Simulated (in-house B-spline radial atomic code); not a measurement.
K⁺ is squeezed into an impenetrable sphere of radius R (the orbitals vanish at R). Computed with a B-spline radial code for spherical atoms: non-relativistic PBE, spin-polarised, spherical fractional occupations, point nucleus.

Energies in eV above the free ion in [Ne] 3s2 3p6:

| R (bohr) | highest level (eV) | [Ne] 3s2 3p6 | [Ne] 3s1 3p6 3d1 | [He] 2s2 2p5 3s2 3p6 3d1 | -dE/dV in [Ne] 3s2 3p6 (GPa) |
| --- | --- | --- | --- | --- | --- |
| 7.23 | -24.9 | 0.0003272 | 37.39 | 296.1 | 0.00138 |
| 5.54 | -24.9 | 0.02217 | 37.7 | 296.3 | 0.152 |
| 4.98 | -24.8 | 0.08683 | 38.01 | 296.6 | 0.73 |
| 4.24 | -24.4 | 0.5147 | 39.04 | 297.4 | 5.89 |
| 3.72 | -23.5 | 1.778 | 41.09 | 299 | 26.3 |
| 3.12 | -20.8 | 7.454 | 48.41 | 304.9 | 158 |
| 2.41 | -9.63 | 42.06 | 86.92 | 339.3 | 1550 |
| 2.26 | -4.63 | 61.21 | 107.2 | 358.4 | 2590 |
| 1.86 | 19.6 | 171.3 | 219.9 | 469.3 | 11300 |
| 1.52 | 68 | 434.1 | 479.2 | 737.9 | 46000 |

Task: Does [Ne] 3s1 3p6 3d1 fall below [Ne] 3s2 3p6 under compression?

Result: No, it stays above over the whole range.

Task: Does [He] 2s2 2p5 3s2 3p6 3d1 fall below [Ne] 3s2 3p6 under compression?

Result: No, it stays above over the whole range.

The highest level is first positive in the row R = 1.86 bohr, pushed up by confinement above the zero of the free ion's potential. Each configuration is held fixed and needn't be the lowest in the sphere.
